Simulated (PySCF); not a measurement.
Atom-mapped SMILES (the numbers label the heavy atoms): `[CH3:1]/[CH:2]=[C:3](\[C:4]#[N:5])[O:6][SiH2:7][C:8]([CH3:9])=[O:10]`; H(Xn) means a hydrogen on atom n.

- geometry from GFN2-xTB
- shielding tensors at PBE0/pcSseg-1 (GIAO)
- program: PySCF 2.14
- in vacuum, one conformer, non-relativistic, fast rotation and ring inversion assumed for equivalent nuclei

Problem. List the cross peaks expected in HSQC, COSY and HMBC spectra.

Solution. 

HSQC (one-bond C–H):
```csv
δH,δC
5.62 (H(C2)),129.2 (C2)
2.74 (H(C9)),42.1 (C9)
2.17 (H(C1)),17.3 (C1)
```

COSY cross peaks (H two or three bonds apart, from the bond graph; peaks can be absent where the dihedral angle is near 90°):
```csv
δH,δH
5.62 (H(C2)),2.17 (H(C1))
```

HMBC (two and three bonds, from the bond graph):
```csv
δH,δC
5.62 (H(C2)),"134.6 (C3), 118.9 (C4), 17.3 (C1)"
4.59 (H(Si7)),"243.7 (C8), 134.6 (C3), 42.1 (C9)"
2.74 (H(C9)),243.7 (C8)
2.17 (H(C1)),"134.6 (C3), 129.2 (C2)"
```

Chemical shifts δ = σref − σ; ¹H (31.72 ppm) and ¹³C (186.93 ppm) against TMS, all at this level.

Shifts are as computed. Against solution values, carbons near 30 ppm lie about +3 ppm off and those near 130 ppm about +5 ppm. Of 1309 compounds with measured shifts, 239 miss one by over three times the rms of a fit or turn the order of signals round; such compounds aren't used in these exercises.
